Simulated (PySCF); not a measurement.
Geometries of 4 isomers of C6H5N3, from PySCF 2.14.0, PBE0-D3(BJ)/def2-SVP geometry optimisation, gas phase. One conformer each, no zero-point energy, no frequencies.

**Question.** Which is lowest in electronic energy at this level?
A.
```xyz
14
angstrom
C      3.164    0.460   -0.257
C      2.095   -0.206    0.072
C      1.021   -0.890    0.412
C     -0.345   -0.462    0.107
N     -0.541    0.685   -0.556
C     -1.807    0.990   -0.788
N     -2.865    0.267   -0.424
C     -2.558   -0.850    0.228
N     -1.333   -1.266    0.521
H      3.587    1.217    0.411
H      3.661    0.291   -1.218
H      1.111   -1.836    0.954
H     -2.004    1.924   -1.330
H     -3.391   -1.486    0.553
```
B.
```xyz
14
angstrom
C      3.406   -0.011    0.010
C      1.958    0.034    0.022
C      0.745    0.070    0.032
C     -0.686    0.116    0.044
N     -1.348   -1.035    0.228
C     -2.669   -0.923    0.229
N     -3.357    0.204    0.066
C     -2.599    1.283   -0.109
N     -1.274    1.307   -0.130
H      3.792   -0.341    0.988
H      3.835    0.978   -0.212
H      3.768   -0.722   -0.749
H     -3.245   -1.845    0.377
H     -3.116    2.241   -0.249
```
C.
```xyz
14
angstrom
C     -1.663   -0.612   -0.278
C     -1.429    0.761   -0.527
C     -0.173    1.330   -0.390
C      0.855    0.468    0.011
N      2.186    0.605    0.257
N      2.733   -0.565    0.625
N      1.830   -1.469    0.633
C      0.636   -0.901    0.262
C     -0.643   -1.459    0.118
H     -2.674   -1.004   -0.403
H     -2.266    1.390   -0.837
H     -0.002    2.390   -0.584
H      2.771    1.428    0.201
H     -0.809   -2.519    0.313
```
D.
```xyz
14
angstrom
N      3.323   -1.849   -0.254
C      2.384   -1.181   -0.136
C      1.225   -0.349    0.011
C      1.367    1.032    0.221
C      0.197    1.770    0.356
N     -1.025    1.254    0.299
C     -1.160   -0.060    0.093
N     -2.431   -0.536    0.007
C     -0.046   -0.913   -0.058
H      2.350    1.498    0.279
H      0.254    2.852    0.524
H     -2.613   -1.526    0.058
H     -3.173    0.101    0.261
H     -0.171   -1.983   -0.229
```

**Answer.** D. That is `N#CC1=CC(N)=NC=C1`, 8.2 kcal/mol below the next.

| SMILES | atoms numbered as above | E (Eh) | relative (kcal/mol) | relative (kJ/mol) | dipole (D) |
| --- | --- | --- | --- | --- | --- |
| N#Cc1ccnc(N)c1 | [N:1]#[C:2][c:3]1[cH:4][cH:5][n:6][c:7]([NH2:8])[cH:9]1 | -395.16053 | 0.0 | 0.0 | 4.01 |
| c1ccc2[nH]nnc2c1 | [cH:1]1[cH:2][cH:3][c:4]2[nH:5][n:6][n:7][c:8]2[cH:9]1 | -395.14753 | 8.2 | 34.1 | 4.01 |
| C=C=Cc1ncncn1 | [CH2:1]=[C:2]=[CH:3][c:4]1[n:5][cH:6][n:7][cH:8][n:9]1 | -395.10010 | 37.9 | 158.7 | 1.57 |
| CC#Cc1ncncn1 | [CH3:1][C:2]#[C:3][c:4]1[n:5][cH:6][n:7][cH:8][n:9]1 | -395.09450 | 41.4 | 173.4 | 2.04 |

As drawn, the lowest has a C≡N group and an N–H bond, which the highest lacks; the highest has a C≡C bond, which the lowest lacks.
